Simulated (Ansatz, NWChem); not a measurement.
## Ansatz → NWChem

This Ansatz 0.2.0 job computes GeSiH6O2 (SMILES O[SiH2][O][GeH3]):

molecule.yaml:
```yaml
basis:
  gaussian: {orbitals: "6-31G*"}
crystal:
  periodic: [false, false, false]
  atoms:
    - {symbol: O, position_ang: [-1.232000, 1.292500, -1.194500]}
    - {symbol: Si, position_ang: [-0.170100, 1.366700, 0.058000]}
    - {symbol: O, position_ang: [0.009600, -0.059300, 0.822200]}
    - {symbol: Ge, position_ang: [0.612100, -1.651600, 0.304700]}
    - {symbol: H, position_ang: [-2.161700, 1.193200, -0.985300]}
    - {symbol: H, position_ang: [1.102700, 1.790700, -0.572300]}
    - {symbol: H, position_ang: [-0.637900, 2.328200, 1.086900]}
    - {symbol: H, position_ang: [-0.584100, -2.461900, -0.216100]}
    - {symbol: H, position_ang: [1.221900, -2.293000, 1.556600]}
    - {symbol: H, position_ang: [1.664600, -1.444700, -0.797100]}
hamiltonian: {xc: {name: B3LYP}}
accuracy: high
output: {forces: true, orbitals: {seedname: orbitals}}
```

```bash
$ ansatz run molecule.yaml --threads 1 --pin off --max-ram 2610MiB --events-out events.jsonl --progress --plain --runs-dir runs
```

Geometry: relaxed at PBE0-D4/def2-TZVP. This is one conformer, not always the lowest.

It gives a total energy of -2520.399823 Eh.

**Question.** How is this level of theory, on these atoms, set up in NWChem 7.3.0 as an input file of the program's own?

**Answer.** For example:

run.nw:
```
echo
start run
memory total 2200 mb
charge 0
geometry units angstrom noautosym nocenter noautoz
 O     -1.232000     1.292500    -1.194500
 Si    -0.170100     1.366700     0.058000
 O      0.009600    -0.059300     0.822200
 Ge     0.612100    -1.651600     0.304700
 H     -2.161700     1.193200    -0.985300
 H      1.102700     1.790700    -0.572300
 H     -0.637900     2.328200     1.086900
 H     -0.584100    -2.461900    -0.216100
 H      1.221900    -2.293000     1.556600
 H      1.664600    -1.444700    -0.797100
end
basis "ao basis" cartesian
 * library 6-31G*
end
dft
 xc b3lyp
 grid fine
 convergence energy 1e-08
 maxiter 100
 mulliken
 print medium
end
task dft gradient
```

```bash
$ nwchem run.nw > run.out
```

Its energy is -2520.399821 Eh, 0.002 mEh from the first.
